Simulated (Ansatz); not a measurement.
A made-up structure of GeH₃Se (charge +1), closed shell:

Ge1  (0.712, 1.394, -0.508)
Se2  (-0.469, -0.464, -0.141)
H3  (-0.211, -1.307, 1.085)
H4  (-1.517, -0.817, -1.169)
H5  (1.509, 1.200, 0.759)
(Å)

It is relaxed with PBE-D4/def2-SVP and then PBE0-D4/def2-TZVP (Ansatz 0.2.0). Atoms count as bonded within 1.22 times the sum of their covalent radii (H–H: 0.88 Å). The end point is not checked to be a true minimum.

(1) Does its bonding change? (Judge from chemistry; the calculation decides.)

## Answers

(1) By the calculation: No: no bond forms or breaks.

Where it ends: The first stage lowers the energy by 1.10 eV in 12 steps. It ends as GeH₃Se ([GeH][SeH2]), total charge +1:
```
5
angstrom
Ge 0.9051 1.3128 -0.6683
Se -0.9788 -0.2472 0.2221
H -0.0872 -1.3179 0.7020
H -1.2776 -0.9382 -1.0445
H 1.4621 1.1952 0.8154
```

Labels in which every atom is bracketed show which atoms are joined, not bond orders.

For scale, one of the runs: PBE0-D4/def2-TZVP relaxation, 114 basis functions, launched by `ansatz run in.yaml --threads 2 --pin off --events-out ev --progress --plain --max-ram 4352MiB`. The run took about 16 s on 2 CPU threads of an Arm Neoverse V1 (shared host).
